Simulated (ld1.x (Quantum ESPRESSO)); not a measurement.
terbium: variants of one PAW potential

Base potential:

```json
{
  "Element": "terbium (Tb)",
  "Generator": "ld1.x (Quantum ESPRESSO) 7.5",
  "Type": "PAW",
  "Functional": "revPBE",
  "Relativity": "scalar-relativistic",
  "Frozen core": "[Kr] 4d10",
  "Valence charge": "19",
  "Reference configuration": "4f8 5s2 5p6 5d1 6s2 6p0",
  "Partial waves": "5s (bound): rcut 1.70, rcutus 1.85 bohr; 6s (bound): rcut 1.70, rcutus 1.85 bohr; 5p (bound): rcut 2.00, rcutus 2.15 bohr; 6p (bound, empty): rcut 2.00, rcutus 2.15 bohr; 5d (bound): rcut 1.80, rcutus 2.40 bohr; 5d channel at 2.4 Ry: rcut 1.80, rcutus 2.40 bohr; 4f (bound): rcut 0.95, rcutus 1.05 bohr; 4f channel at 0.4 Ry: rcut 0.95, rcutus 1.05 bohr",
  "Local potential": "all-electron potential smoothed inside 1.45 bohr (lloc = -1)",
  "Core correction": "Bessel-smoothed model core, default radius (core density twice the valence density)",
  "Augmentation charge": "PSQ, radius 0.90 bohr"
}
```

Cutoffs, loose and tight: the cutoffs (Ry, on a coarse ladder) from which the occupation-weighted sum of valence levels, in a spherical-Bessel basis at the reference potential, stays within 10 and 1 mRy of its value at 400 Ry. They do not see the model core or the augmentation charge, which bear on the density cutoff. Test errors are all-electron minus pseudo excitation energies from the reference, over the configurations 4f9 5s2 5p6 5d0 6s2 6p0; 4f9 5s2 5p6 5d0 6s1 6p0; 4f9 5s2 5p6 5d0 6s0 6p0; 4f9 5s2 5p6 5d1 6s0 6p0; 4f7 5s2 5p6 5d0 6s0 6p0; 4f9 5s2 5p5 5d0 6s2 6p0; 4f9 5s1 5p6 5d0 6s2 6p0. A dash means not determined; rows that change the core or the reference have their own tests. The largest error is taken over the tests solved by every variant that gives reliable tests at all: 4f9 5s2 5p6 5d0 6s0 6p0; 4f9 5s2 5p6 5d0 6s1 6p0; 4f9 5s2 5p6 5d0 6s2 6p0.

Cutoffs are not given where the Bessel-basis levels miss the radial ones by over 6 mRy, ghosts where they miss by over 20 mRy; a channel whose overlap is not positive is not tested.

A file whose overlap is not positive is unfit for use, and its test errors describe a broken file.

| change | outcome | cutoff, loose | cutoff, tight | bound ghosts | largest test error (meV) |
| --- | --- | --- | --- | --- | --- |
| base | generated | 180 Ry | 300 Ry | none | -98 |
| waves 5d (bound): rcut 1.44, rcutus 1.52 bohr; 5d channel at 2.4 Ry: rcut 1.44, rcutus 1.52 bohr | generated | 180 Ry | 300 Ry | none | -98 |
| waves 5d (bound): rcut 1.80, rcutus 1.94 bohr; 5d channel at 2.4 Ry: rcut 1.80, rcutus 1.94 bohr | generated | 180 Ry | 300 Ry | none | -98 |
| waves 5d (bound): rcut 1.80, rcutus 2.22 bohr; 5d channel at 2.4 Ry: rcut 1.80, rcutus 2.22 bohr | generated | 180 Ry | 300 Ry | none | -98 |
| waves 5d (bound): rcut 1.80, rcutus 2.52 bohr; 5d channel at 2.4 Ry: rcut 1.80, rcutus 2.52 bohr | generated, overlap not positive | – | – | not determined (overlap not positive) | -98 |
| waves 5d (bound): rcut 1.80, rcutus 2.70 bohr; 5d channel at 2.4 Ry: rcut 1.80, rcutus 2.70 bohr | generated, overlap not positive | – | – | not determined (overlap not positive) | -98 |
| waves 5d (bound): rcut 1.80, rcutus 3.00 bohr; 5d channel at 2.4 Ry: rcut 1.80, rcutus 3.00 bohr | generated | 180 Ry | 300 Ry | none | -99 |
| waves 5d (bound): rcut 1.80, rcutus 3.26 bohr; 5d channel at 2.4 Ry: rcut 1.80, rcutus 3.26 bohr | generated | 180 Ry | 300 Ry | none | -99 |
| waves 5d (bound): rcut 1.80, rcutus 3.60 bohr; 5d channel at 2.4 Ry: rcut 1.80, rcutus 3.60 bohr | generated | 180 Ry | 300 Ry | none | -99 |

Reading the sweep of the d radius (base included, trends over the rows without a ghost): The loose cutoff stays near 180 Ry. The median size of the test errors (rows with all tests solved) stays near 87.5 meV.
